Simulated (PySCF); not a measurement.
# Cr(2+): excitation energy

Cr(2+) [Ar] 3d4 (5D) → Cr(2+) [Ar] 3d3 4p1 (high-spin determinant), as a difference of total energies. Computed with PySCF 2.14 in aug-cc-pwCVTZ (10s9p7d4f3g, 127 functions), with the non-relativistic Hamiltonian (point nucleus). Correlated levels: valence: [Ar] frozen; valence and next inner shell: [Ne] frozen; nothing frozen. The calculations carry no spin-orbit coupling.

```tsv
method	excitation energy (eV)
UHF	11.269
LDA	12.124
PBE0	11.844
r2SCAN	11.643
PW91	11.795
revPBE	11.731
wB97X	12.076
SCS-MP2 (valence)	11.431
MP2 (valence and next inner shell)	12.205
SCS-MP2 (valence and next inner shell)	11.871
MP2 (all electrons)	12.237
SCS-MP2 (all electrons)	11.892
```

Task: Estimate what MP2 (valence) gives.

Result: 11.755 eV, closest to revPBE among the rows shown.

Task: Estimate what PBE gives.

Result: 11.768 eV, closest to PW91 among the rows shown.

A first-order spin-orbit estimate (lowest level to lowest level, LS coupling) adds -0.053 eV.

The determinant of the upper state mixes LS terms, which raises its energy above the lowest term, most at the Hartree-Fock and MP2 levels.
